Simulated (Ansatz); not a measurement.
Ansatz results at the PBE0-D4/def2-TZVP geometry: HOMO–LUMO gap (PBE0/def2-TZVPP) 6.71 eV; HOMO energy (ωB97M-V/def2-TZVPP) -8.93 eV; zero-point energy (PBE0-D4/def2-TZVP) 98.2 kJ/mol.

Each molecule was computed in one conformer, which needn't be the lowest.

**Question.** Which molecule gave them?
A. `OC1([TeH])NB1Cl`
B. `NC(O)(O)F`
C. `OP(O)[SeH]`
D. `NC1=NC=C1O`

**Answer.** C. The others give `NC1=NC=C1O`: 4.30, -7.28, 189.7; `NC(O)(O)F`: 9.21, -10.75, 174.8; `OC1([TeH])NB1Cl`: 5.57, -8.45, 125.4.
